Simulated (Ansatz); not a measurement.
Born–Oppenheimer molecular dynamics of a periodic cell of 24 atoms, SiH$_{4}$CSO (contents 3 OCS + 3 SiH4, density as packed 0.67 g/cm³ with natural masses). It goes on from the last frame of an earlier run, with new velocities.

Computed with DFT r2SCAN-D3(BJ), scalar-relativistic, plane waves, PAW (Ansatz 0.2.0). Settings: accuracy low, cutoff 500 eV, k mesh 1x1x1, fermi-dirac smearing 0.05 eV, no spin polarisation.

* ensemble: NVT, Nosé–Hoover chain
* time step: 0.5 fs
* steps asked: 70
* set temperature: 1500 K
* thermostat: time constant 100 fs, chain length 3
* seed: 435599

Frames 2.5 fs apart, positions in Å, forces in eV/Å.

Velocities at 5.0 fs (Å/ps):

```
O 9.50 6.56 -12.80
C 4.69 -5.92 -17.55
S 9.58 -7.72 -7.39
O 13.73 -10.37 -10.79
C -1.60 16.82 16.81
S -0.70 -0.26 -2.05
O -9.30 3.40 10.38
C -5.51 -0.35 -5.48
S -0.41 5.85 7.50
Si -1.52 11.02 -4.17
H 53.07 2.01 -14.70
H -7.05 27.56 6.61
H -16.04 -21.05 50.34
H 8.08 38.82 6.11
Si -3.12 -12.18 9.26
H -63.86 15.05 -13.12
H 13.76 -8.26 1.00
H -28.95 32.34 -6.51
H 29.84 16.42 0.03
Si -9.08 -4.46 5.51
H -38.66 41.79 24.47
H -6.08 -22.64 -22.93
H -11.68 -3.71 10.88
H -12.17 -13.13 7.89
```

```xyz
24
Lattice="8.8044 0.0000 0.0000 0.0000 8.8044 0.0000 0.0000 0.0000 8.8044" Properties=species:S:1:pos:R:3:forces:R:3 time_fs=5.0 energy_less_start_eV=0.678 T=1274
O 3.368 5.454 -1.290 -1.28 -3.11 4.62
C 3.182 4.887 -0.208 1.67 3.58 -4.73
S 3.177 4.439 1.272 -0.40 -0.49 0.13
O 6.258 3.153 2.616 0.65 1.43 1.37
C 6.014 2.198 2.050 -1.30 -2.63 -2.73
S 5.561 0.988 1.094 0.69 1.17 1.32
O 8.211 3.746 -0.035 0.08 4.63 0.93
C 8.177 4.944 0.155 -0.47 -2.30 -0.85
S 8.021 6.536 0.297 0.38 -2.36 -0.03
Si 6.831 7.871 5.548 -2.14 -1.20 -0.18
H 6.623 9.005 4.669 -0.30 0.52 -0.49
H 6.910 6.620 4.716 0.23 0.38 0.20
H 8.040 8.193 6.229 0.81 -0.03 0.84
H 5.516 7.625 6.383 1.33 0.43 -0.39
Si 2.899 0.895 4.605 -0.99 -1.15 1.00
H 2.806 -0.594 3.969 0.22 1.57 0.98
H 3.848 1.012 5.978 -1.44 -0.18 -1.89
H 3.382 1.726 3.523 0.55 0.45 -0.33
H 1.380 1.429 4.748 1.64 -0.67 0.23
Si 0.952 4.787 5.200 -0.37 3.41 -3.54
H 0.842 3.821 6.149 0.12 -2.48 1.54
H 2.239 5.282 4.505 -0.43 -1.24 0.21
H -0.240 4.879 4.126 1.30 -0.48 1.16
H 0.876 6.006 5.967 -0.54 0.74 0.61
24
Lattice="8.8044 0.0000 0.0000 0.0000 8.8044 0.0000 0.0000 0.0000 8.8044" Properties=species:S:1:pos:R:3:forces:R:3 time_fs=7.5 energy_less_start_eV=0.380 T=1374
O 3.389 5.464 -1.314 -1.20 -2.83 3.70
C 3.198 4.881 -0.262 1.61 2.87 -2.25
S 3.201 4.420 1.253 -0.42 -0.04 -1.44
O 6.294 3.134 2.594 2.48 7.51 4.90
C 6.005 2.226 2.081 -3.22 -9.42 -6.89
S 5.560 0.989 1.090 0.78 1.86 1.95
O 8.188 3.763 -0.007 0.13 2.77 0.40
C 8.162 4.939 0.140 -0.54 0.08 -0.08
S 8.020 6.548 0.316 0.39 -2.87 -0.23
Si 6.825 7.898 5.537 -0.60 0.02 0.75
H 6.747 9.027 4.618 -0.26 0.45 -0.27
H 6.900 6.693 4.735 0.23 -0.50 -0.27
H 8.018 8.138 6.374 0.00 -0.15 0.07
H 5.571 7.734 6.386 0.58 0.28 -0.30
Si 2.890 0.864 4.629 -0.14 0.47 -0.43
H 2.656 -0.515 3.965 0.49 0.75 0.74
H 3.840 0.985 5.926 -1.20 -0.28 -1.49
H 3.323 1.811 3.507 0.33 -0.53 0.60
H 1.495 1.452 4.758 0.46 -0.37 0.57
Si 0.929 4.779 5.210 -0.23 2.45 -2.06
H 0.749 3.852 6.255 0.26 -1.61 0.60
H 2.209 5.189 4.457 -0.44 -1.10 0.44
H -0.233 4.856 4.186 0.80 -0.43 0.73
H 0.831 5.997 6.003 -0.31 0.63 0.26
24
Lattice="8.8044 0.0000 0.0000 0.0000 8.8044 0.0000 0.0000 0.0000 8.8044" Properties=species:S:1:pos:R:3:forces:R:3 time_fs=10.0 energy_less_start_eV=0.083 T=1472
O 3.406 5.464 -1.324 -0.61 -1.06 0.40
C 3.222 4.889 -0.327 1.01 0.67 2.46
S 3.224 4.400 1.231 -0.41 0.40 -2.84
O 6.339 3.140 2.589 1.19 3.41 2.58
C 5.981 2.213 2.081 -1.65 -5.01 -4.39
S 5.561 0.993 1.090 0.50 1.55 1.78
O 8.165 3.789 0.021 0.18 -0.32 -0.15
C 8.145 4.935 0.125 -0.55 3.34 0.69
S 8.020 6.555 0.334 0.35 -3.07 -0.42
Si 6.818 7.925 5.529 1.60 1.19 0.60
H 6.855 9.073 4.553 -0.22 -0.16 0.39
H 6.902 6.737 4.739 0.13 -0.93 -0.45
H 7.997 8.076 6.523 -0.69 -0.11 -0.88
H 5.657 7.859 6.374 -0.86 0.13 0.30
Si 2.881 0.834 4.651 0.66 1.86 -2.14
H 2.534 -0.396 4.002 0.33 -1.10 -0.13
H 3.766 0.942 5.791 0.30 -0.27 0.44
H 3.286 1.866 3.523 0.31 -1.04 0.86
H 1.633 1.456 4.803 -1.64 0.58 0.96
Si 0.906 4.777 5.216 0.14 0.92 1.83
H 0.673 3.789 6.394 0.61 0.12 -1.28
H 2.156 5.031 4.434 0.04 -0.70 0.35
H -0.183 4.807 4.285 -0.74 -0.32 -0.58
H 0.768 6.022 6.053 0.03 -0.08 -0.37
24
Lattice="8.8044 0.0000 0.0000 0.0000 8.8044 0.0000 0.0000 0.0000 8.8044" Properties=species:S:1:pos:R:3:forces:R:3 time_fs=12.5 energy_less_start_eV=0.841 T=1221
O 3.421 5.461 -1.333 0.16 1.37 -3.76
C 3.251 4.900 -0.379 0.18 -2.02 7.24
S 3.245 4.381 1.205 -0.35 0.66 -3.47
O 6.388 3.159 2.593 -1.73 -3.22 -1.05
C 5.950 2.175 2.059 1.85 2.89 0.24
S 5.562 1.000 1.093 -0.09 0.29 0.80
O 8.143 3.815 0.050 0.17 -2.12 -0.42
C 8.124 4.947 0.112 -0.47 4.72 1.11
S 8.021 6.556 0.351 0.28 -2.67 -0.53
Si 6.815 7.954 5.521 2.50 0.83 -0.04
H 6.950 9.111 4.510 -0.24 -0.53 0.79
H 6.912 6.731 4.719 -0.10 -0.32 0.01
H 7.939 8.007 6.622 -0.67 0.04 -1.28
H 5.695 7.993 6.378 -1.53 0.09 0.46
Si 2.873 0.807 4.670 -1.03 2.65 -3.87
H 2.429 -0.340 4.032 -0.04 -2.13 -0.73
H 3.716 0.883 5.689 2.49 -0.26 3.00
H 3.267 1.861 3.588 0.37 -0.98 0.53
H 1.681 1.490 4.903 -1.84 0.76 1.05
Si 0.883 4.777 5.226 0.40 0.19 3.89
H 0.632 3.727 6.464 0.70 0.81 -1.83
H 2.105 4.831 4.430 0.54 -0.30 0.13
H -0.176 4.739 4.350 -1.87 -0.28 -1.50
H 0.706 6.045 6.083 0.33 -0.48 -0.75
24
Lattice="8.8044 0.0000 0.0000 0.0000 8.8044 0.0000 0.0000 0.0000 8.8044" Properties=species:S:1:pos:R:3:forces:R:3 time_fs=15.0 energy_less_start_eV=0.331 T=1391
O 3.436 5.462 -1.355 0.14 1.39 -3.70
C 3.281 4.902 -0.398 0.12 -2.07 7.01
S 3.267 4.363 1.172 -0.29 0.70 -3.30
O 6.431 3.166 2.594 -3.30 -5.78 -2.51
C 5.927 2.151 2.037 4.03 6.96 2.95
S 5.563 1.008 1.098 -0.70 -1.22 -0.45
O 8.122 3.833 0.077 0.11 -0.77 -0.51
C 8.101 4.981 0.105 -0.29 2.16 1.17
S 8.022 6.552 0.368 0.16 -1.47 -0.51
Si 6.816 7.984 5.513 1.15 -0.08 0.22
H 7.030 9.119 4.512 -0.21 -0.39 0.69
H 6.916 6.707 4.700 -0.32 0.44 0.48
H 7.843 7.941 6.648 -0.09 0.17 -0.98
H 5.651 8.132 6.404 -0.54 -0.05 -0.45
Si 2.864 0.786 4.680 -2.00 1.94 -1.15
H 2.328 -0.397 4.026 0.35 -0.70 -0.02
H 3.792 0.807 5.740 0.90 -0.48 1.04
H 3.271 1.801 3.682 0.53 -0.28 -0.32
H 1.631 1.563 5.063 0.14 -0.43 0.41
Si 0.860 4.777 5.243 -0.77 -0.60 2.21
H 0.632 3.712 6.428 0.54 0.83 -1.44
H 2.082 4.613 4.436 0.28 0.09 0.26
H -0.267 4.655 4.337 -0.43 -0.06 -0.37
H 0.663 6.042 6.069 0.47 -0.28 -0.71
24
Lattice="8.8044 0.0000 0.0000 0.0000 8.8044 0.0000 0.0000 0.0000 8.8044" Properties=species:S:1:pos:R:3:forces:R:3 time_fs=17.5 energy_less_start_eV=0.305 T=1401
O 3.451 5.467 -1.390 -0.44 -0.95 0.53
C 3.312 4.894 -0.383 0.65 0.54 1.68
S 3.288 4.347 1.132 -0.25 0.43 -2.21
O 6.462 3.152 2.586 -3.53 -5.44 -2.43
C 5.924 2.159 2.030 4.42 6.86 3.11
S 5.563 1.013 1.102 -0.88 -1.46 -0.68
O 8.101 3.849 0.102 0.02 1.56 -0.65
C 8.077 5.025 0.104 -0.05 -2.18 1.06
S 8.023 6.546 0.383 0.03 0.54 -0.30
Si 6.819 8.015 5.506 -0.85 -0.72 0.46
H 7.099 9.106 4.552 -0.02 0.21 0.12
H 6.902 6.706 4.708 -0.43 0.69 0.51
H 7.743 7.884 6.619 0.86 0.16 0.05
H 5.574 8.267 6.403 0.56 -0.34 -1.15
Si 2.849 0.770 4.689 -1.85 0.19 2.14
H 2.247 -0.497 4.017 0.83 0.74 0.61
H 3.922 0.704 5.854 -1.18 -0.32 -1.23
H 3.308 1.726 3.755 0.75 0.63 -1.23
H 1.585 1.613 5.246 1.27 -1.17 -0.38
Si 0.836 4.776 5.265 -1.13 -1.31 -1.01
H 0.663 3.741 6.311 0.13 -0.09 0.03
H 2.075 4.401 4.459 -0.37 0.66 0.52
H -0.384 4.568 4.301 1.01 0.31 0.72
H 0.648 6.024 6.015 0.44 0.45 -0.26
24
Lattice="8.8044 0.0000 0.0000 0.0000 8.8044 0.0000 0.0000 0.0000 8.8044" Properties=species:S:1:pos:R:3:forces:R:3 time_fs=20.0 energy_less_start_eV=0.693 T=1273
O 3.465 5.469 -1.423 -0.70 -2.56 3.81
C 3.346 4.889 -0.359 0.87 2.80 -3.61
S 3.308 4.331 1.089 -0.23 -0.21 -0.20
O 6.481 3.119 2.569 -1.97 -2.09 -0.64
C 5.943 2.201 2.036 2.55 2.26 0.41
S 5.561 1.016 1.105 -0.57 -0.23 0.23
O 8.080 3.871 0.124 -0.06 2.28 -0.81
C 8.053 5.058 0.108 0.13 -4.92 0.91
S 8.025 6.540 0.398 -0.05 2.57 -0.01
Si 6.822 8.044 5.500 -1.88 -0.75 0.66
H 7.167 9.106 4.600 0.24 0.77 -0.45
H 6.862 6.744 4.745 -0.44 0.34 0.13
H 7.693 7.837 6.592 1.36 0.07 0.83
H 5.528 8.383 6.338 0.99 -0.51 -1.14
Si 2.831 0.753 4.701 -1.16 -0.23 2.76
H 2.213 -0.557 4.042 0.87 1.21 0.67
H 3.989 0.583 5.903 -1.80 -0.03 -1.78
H 3.386 1.682 3.762 0.40 0.38 -0.88
H 1.609 1.596 5.408 1.38 -1.19 -0.88
Si 0.809 4.772 5.285 -0.72 -0.92 -3.63
H 0.702 3.760 6.200 -0.33 -1.72 2.09
H 2.047 4.228 4.510 -0.60 1.15 0.43
H -0.446 4.500 4.304 1.38 0.55 0.97
H 0.659 6.033 5.945 0.36 0.99 0.14
24
Lattice="8.8044 0.0000 0.0000 0.0000 8.8044 0.0000 0.0000 0.0000 8.8044" Properties=species:S:1:pos:R:3:forces:R:3 time_fs=22.5 energy_less_start_eV=0.373 T=1380
O 3.476 5.462 -1.442 -0.53 -2.66 4.53
C 3.384 4.898 -0.353 0.69 3.54 -6.13
S 3.328 4.315 1.046 -0.23 -0.85 1.59
O 6.492 3.080 2.550 2.36 5.21 3.64
C 5.973 2.252 2.044 -2.13 -6.28 -4.69
S 5.558 1.018 1.108 -0.20 1.00 1.05
O 8.059 3.900 0.144 -0.11 0.50 -0.88
C 8.029 5.069 0.117 0.20 -3.91 0.88
S 8.027 6.540 0.413 -0.07 3.34 0.09
Si 6.820 8.071 5.495 -0.77 0.00 1.12
H 7.248 9.147 4.624 0.26 0.45 -0.35
H 6.797 6.800 4.788 -0.38 -0.35 -0.44
H 7.718 7.795 6.607 0.63 0.23 0.24
H 5.537 8.469 6.207 0.59 -0.41 -0.55
Si 2.811 0.737 4.719 0.44 0.27 1.76
H 2.230 -0.550 4.106 0.47 0.81 0.30
H 3.951 0.459 5.849 -1.57 0.16 -1.49
H 3.486 1.658 3.720 -0.45 -0.45 0.22
H 1.712 1.511 5.520 0.72 -0.64 -0.89
Si 0.781 4.766 5.298 -0.44 -1.37 -2.40
H 0.724 3.690 6.200 -0.42 -0.82 1.72
H 1.986 4.122 4.585 -0.28 1.27 0.04
H -0.430 4.463 4.362 0.87 0.56 0.60
H 0.692 6.095 5.880 0.36 0.40 0.05
24
Lattice="8.8044 0.0000 0.0000 0.0000 8.8044 0.0000 0.0000 0.0000 8.8044" Properties=species:S:1:pos:R:3:forces:R:3 time_fs=25.0 energy_less_start_eV=0.301 T=1406
O 3.486 5.446 -1.445 -0.14 -1.27 2.35
C 3.426 4.923 -0.375 0.23 2.14 -4.11
S 3.348 4.297 1.004 -0.16 -0.83 1.75
O 6.512 3.058 2.545 4.51 8.33 5.74
C 5.993 2.273 2.029 -4.33 -9.60 -6.75
S 5.555 1.022 1.113 -0.13 1.19 1.02
O 8.038 3.931 0.160 -0.09 -3.46 -0.83
C 8.006 5.061 0.131 0.19 0.61 0.97
S 8.028 6.545 0.428 -0.08 2.78 -0.03
Si 6.817 8.099 5.493 1.68 0.36 0.69
H 7.343 9.213 4.629 -0.02 -0.39 0.12
H 6.708 6.838 4.806 -0.25 -0.58 -0.67
H 7.778 7.767 6.635 -0.38 0.47 -0.60
H 5.576 8.533 6.045 -0.75 0.13 0.43
Si 2.792 0.721 4.741 1.92 0.81 -0.51
H 2.272 -0.499 4.184 -0.41 -0.58 -0.55
H 3.826 0.342 5.711 0.08 -0.11 0.02
H 3.560 1.611 3.688 -0.99 -0.69 0.82
H 1.853 1.392 5.584 -0.95 0.68 0.15
Si 0.752 4.757 5.305 0.47 -1.60 0.95
H 0.720 3.576 6.298 -0.40 1.16 0.21
H 1.910 4.090 4.663 0.44 0.92 -0.46
H -0.368 4.457 4.452 -0.72 0.22 -0.54
H 0.746 6.178 5.818 0.27 -0.67 -0.17
```

Of the whole run (35 fs, mean temperature of the second half 1329 K): The conserved energy stayed within 0.37 meV per atom of its start (net change 0.26 meV per atom), so the integration is sound. The mean temperature of the second half is 11 % below the set value. A run of 0.035 ps of so small a system gives no equilibrium averages. Limits of this set-up: coarse k mesh, low accuracy level.

Time of the run: 13 min on 1 thread of Intel(R) Xeon(R) 6975P-C (Granite Rapids), with other jobs on the host, peak memory 1.5 GiB.
